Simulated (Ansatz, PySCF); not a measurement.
Species: CH₂N (charge -1, singlet). It need not be the lowest isomer of its formula. Whether it binds its extra electron was not tested at this geometry. 
Geometry from a B3LYP-D3(BJ)/def2-TZVP (Ansatz, a quantum-chemistry and plane-wave program) optimisation:
```
C
N 1 1.2341
H 1 1.1553 2 126.44
H 1 1.1553 3 107.12 2 -180.00
```
Charge -1, spin multiplicity 1.

Total electronic energies in hartree. Correlated levels leave the core frozen unless marked. Spin-orbit coupling is left out. Non-relativistic. CBS marks a two-point X^-3 extrapolation of the correlation energy; Hartree-Fock from the larger set. The bracket is a focal-point correction in the basis named.

```json
[
 {"level": "HF/cc-pVQZ", "program": "Ansatz", "energy (Eh)": "-93.42381"},
 {"level": "HF/def2-QZVPPD", "program": "Ansatz", "energy (Eh)": "-93.42843"},
 {"level": "TPSS-D3(BJ)/def2-TZVPD", "program": "PySCF + dftd3", "energy (Eh)": "___"},
 {"level": "r2SCAN/def2-TZVPD", "program": "Ansatz", "energy (Eh)": "-93.97294"},
 {"level": "r2SCAN-D4/def2-TZVPD", "program": "Ansatz + dftd4", "energy (Eh)": "-93.97331"},
 {"level": "B97M-V/def2-TZVPD", "program": "Ansatz", "energy (Eh)": "-94.02110"},
 {"level": "PBE0-D4/def2-TZVPD", "program": "Ansatz + dftd4", "energy (Eh)": "-93.91508"},
 {"level": "BHLYP-D4/def2-TZVPD", "program": "Ansatz + dftd4", "energy (Eh)": "-93.96832"},
 {"level": "r2SCAN0-D4/def2-TZVPD", "program": "Ansatz + dftd4", "energy (Eh)": "-93.95570"},
 {"level": "MP2/cc-pVQZ", "program": "Ansatz", "energy (Eh)": "-93.82918"},
 {"level": "MP2/def2-QZVPP", "program": "Ansatz", "energy (Eh)": "-93.83319"},
 {"level": "RI-MP2/aug-cc-pVTZ", "program": "Ansatz", "energy (Eh)": "-93.81325"},
 {"level": "RI-MP2/aug-cc-pVQZ", "program": "Ansatz", "energy (Eh)": "-93.84012"},
 {"level": "RI-MP2/cc-pVQZ", "program": "Ansatz", "energy (Eh)": "-93.82900"},
 {"level": "SCS-MP2/def2-QZVPP", "program": "Ansatz", "energy (Eh)": "-93.83183"},
 {"level": "CCSD/6-31G", "program": "Ansatz", "energy (Eh)": "-93.54397"},
 {"level": "CCSD/cc-pVTZ", "program": "Ansatz", "energy (Eh)": "-93.80327"},
 {"level": "CCSD/cc-pwCVTZ", "program": "Ansatz", "energy (Eh)": "-93.80872"},
 {"level": "CCSD(T)/aug-cc-pVQZ", "program": "Ansatz", "energy (Eh)": "-93.86742"},
 {"level": "CCSD(T)/def2-QZVPP", "program": "Ansatz", "energy (Eh)": "-93.86131"},
 {"level": "CCSDT(Q)/cc-pVDZ", "program": "Ansatz", "energy (Eh)": "-93.71217"},
 {"level": "RI-MP2/CBS(aug-cc-pVTZ,aug-cc-pVQZ)+[CCSD(T)-MP2]/aug-cc-pVDZ", "program": "Ansatz", "energy (Eh)": "-93.8871"},
 {"level": "CCSD(T)/CBS(aug-cc-pVTZ,aug-cc-pVQZ)", "program": "Ansatz", "energy (Eh)": "-93.8806"}
]
```

Problem. Complete the blanks.

Solution. 
- TPSS-D3(BJ)/def2-TZVPD, energy (Eh): -94.04952
